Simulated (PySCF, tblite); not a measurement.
Isomers of C4H14N2OSi2, one GFN2-xTB conformer each. Single-point energies are computed at PBE0/pcSseg-1 (PySCF, gas phase, no added dispersion term), electronic only.

Problem. Rank them by PBE0/pcSseg-1 energy, lowest first (kJ/mol).
A. `[CH3:1][C@@H:2]1[CH2:3][NH:4][Si@@:5]([OH:6])([CH2:7][SiH3:8])[NH:9]1` with N4–Si5–O6–H -67°, N4–Si5–C7–Si8 167°, C1–C2–C3–N4 -157°, C2–C3–N4–Si5 26°, C3–N4–Si5–O6 108°, N4–Si5–N9–C2 -15°
B. `[CH2:1]=[CH:2][Si@@H:3]([O:4][SiH2:5][NH2:6])[N:7]([CH3:8])[CH3:9]` with C1–C2–Si3–O4 152°, C2–Si3–O4–Si5 43°, Si3–O4–Si5–N6 157°, O4–Si5–N6–H -39° and 180°, C2–Si3–N7–C8 -156°

Solution. A (0.0), B (49.5).

As drawn, the lower has an O–H bond, which the higher lacks; the higher has a C=C bond outside aromatic rings, which the lower lacks. GFN2-xTB itself gives, in the same order: 53.2, 0.0. GFN2-xTB puts C=C[Si@@H](O[SiH2]N)N(C)C lowest instead.

Problem. Which frontier levels, dipoles and rotational constants go with these structures?

Solution. 
```json
{"SMILES": "C[C@@H]1CN[Si@@](O)(C[SiH3])N1", "HOMO (eV, PBE0/pcSseg-1)": "-6.39", "LUMO (eV)": "0.84", "dipole (D)": "2.00", "A, B, C (MHz)": "2040, 679.3, 616.2"}
{"SMILES": "C=C[Si@@H](O[SiH2]N)N(C)C", "HOMO (eV, PBE0/pcSseg-1)": "-6.25", "LUMO (eV)": "-0.30", "dipole (D)": "1.62", "A, B, C (MHz)": "1601, 735.7, 546.8"}
```

Problem. What happens when harmonic zero-point energies from GFN2-xTB frequencies are added?

Solution. 
| SMILES | ZPE (kJ/mol) | electronic (kJ/mol) | with ZPE (kJ/mol) |
| --- | --- | --- | --- |
| C[C@@H]1CN[Si@@](O)(C[SiH3])N1 | 472.8 | 0.0 | 0.0 |
| C=C[Si@@H](O[SiH2]N)N(C)C | 465.1 | 49.5 | 41.8 |

The zero-point energies span 7.7 kJ/mol. The order is unchanged.
